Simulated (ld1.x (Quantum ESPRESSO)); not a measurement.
molybdenum, TM: configuration errors across variants

```
Element                 : molybdenum
Generator               : ld1.x (Quantum ESPRESSO) 7.5
Type                    : norm-conserving Troullier–Martins (Kleinman–Bylander form)
Functional              : PBE
Relativity              : scalar-relativistic
Frozen core             : [Kr]
Valence charge          : 6
Reference configuration : 4d4 5s0 5p0 (charge +2)
Partial waves           : 5p (bound, empty): rc 2.65 bohr; 4d (bound): rc 1.55 bohr; 5s (bound, empty): rc 2.80 bohr
Local potential         : the s channel
Core correction         : none
```

All-electron excitation energies from the reference (eV): (1) 4d5 5s1 5p0 -22.352; (2) 4d5 5s0 5p0 -15.462; (3) 4d3 5s0 5p0 26.744; (4) 4d4 5s2 5p0 -22.153; (5) 4d5.5 5s0.5 5p0 -22.072; (6) 4d4 5s1 5p1 -18.612; (7) 4d5 5s0.5 5p0 -19.625.

3 further variants failed, have other tests or too few solved ones, and are left out.

Errors AE − PS in meV (a dash: test not solved or not reliable):

| change | (1) | (2) | (3) | (4) | (5) | (6) | (7) | bound ghosts |
| --- | --- | --- | --- | --- | --- | --- | --- | --- |
| base | +97 | -60 | -92 | +227 | -7.0 | +167 | +17 | none |
| all radii scaled by about 1.31 (s 3.66, p 3.46, d 2.02 bohr) | +92 | -55 | -91 | +219 | +3.3 | +168 | +11 | none |
| core correction a·sin(br)/r model core inside 1.68 bohr | -100 | -140 | -240 | -30 | -203 | -12 | -120 | none |
| wave 5p (bound): rc 2.65 bohr becomes 5p (bound): rc 2.78 bohr | +97 | -60 | -92 | +227 | -7.0 | +166 | +17 | none |
| wave 4d (bound): rc 1.55 bohr becomes 4d (bound): rc 1.78 bohr | +97 | -59 | -90 | +228 | -6.6 | +167 | +17 | none |

Give the same row for: wave 5s (bound): rc 2.80 bohr becomes 5s (bound): rc 3.76 bohr.

+88, -57, -97, +213, +2.1, +166, +7.7; bound ghosts: none.
